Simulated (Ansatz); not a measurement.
`OC(O)([SiH3])[SiH3]` → `CO[SiH](O)[SiH3]`  (isomerisation)

Program: Ansatz. Geometries: PBE0-D4/def2-TZVP. ΔE: electronic, gas phase. CCSD(T)/CBS adds triple-zeta CCSD(T) − MP2 to the extrapolated MP2 energy (def2 sets, frozen cores). Functionals use def2-TZVPP. Each species was taken in one conformer, which may not be the lowest.

`OC(O)([SiH3])[SiH3]`:

```xyz
13

O    -0.322   -0.311    1.662
C     0.225    0.060    0.409
O     1.604    0.377    0.498
Si   -0.052   -1.328   -0.871
Si   -0.643    1.694   -0.063
H    -0.051   -1.208    1.887
H     2.123   -0.432    0.573
H     0.507   -0.969   -2.198
H    -1.489   -1.680   -0.994
H     0.695   -2.505   -0.326
H    -0.373    2.713    0.980
H    -2.102    1.442   -0.178
H    -0.122    2.147   -1.378
```

`CO[SiH](O)[SiH3]`:

Z-matrix (Å, degrees):
```
C
O 1 1.411
H 1 1.094 2 111.1
H 1 1.091 2 108.3 3 119.4
H 1 1.096 2 111.4 3 -121.2
Si 2 1.640 1 123.7 3 74.0
Si 6 2.343 2 104.5 1 172.0
O 6 1.649 2 113.1 1 -65.6
H 6 1.487 2 109.6 1 48.7
H 7 1.489 6 110.3 2 -174.4
H 7 1.490 6 109.8 2 66.7
H 7 1.487 6 111.2 2 -53.7
H 8 0.958 6 117.5 2 -68.9
```

Question: Is it downhill or uphill in electronic energy at CCSD(T)/CBS, and by how much? (Best estimate.)

Answer: The calculation gave: Downhill: ΔE = -3.09 eV.

Question: What do these levels give: r2SCAN0-D4, B2PLYP, PBE, revPBE, MP2/def2-TZVPP, HF/CBS(def2)? (Estimate.)

Answer: Ansatz gave: r2SCAN0-D4 -3.13, B2PLYP -3.13, PBE -2.91, revPBE -2.94, MP2/def2-TZVPP -3.12, HF/CBS(def2) -3.40 eV.

Largest T1 diagnostic among the species: 0.013.

From r2SCAN to r2SCAN0 (25 % exact exchange), in def2-TZVPP and without D4, ΔE moves by −0.07 eV. The D4 term adds +0.06 eV with B3LYP and +0.03 eV with PBE0; it sums over pairs of atoms, weighted by their polarisabilities, and B3LYP, whose exchange is more repulsive, gets the larger term.

B3LYP here is the variant with VWN-RPA as its local correlation; programs differ in this.
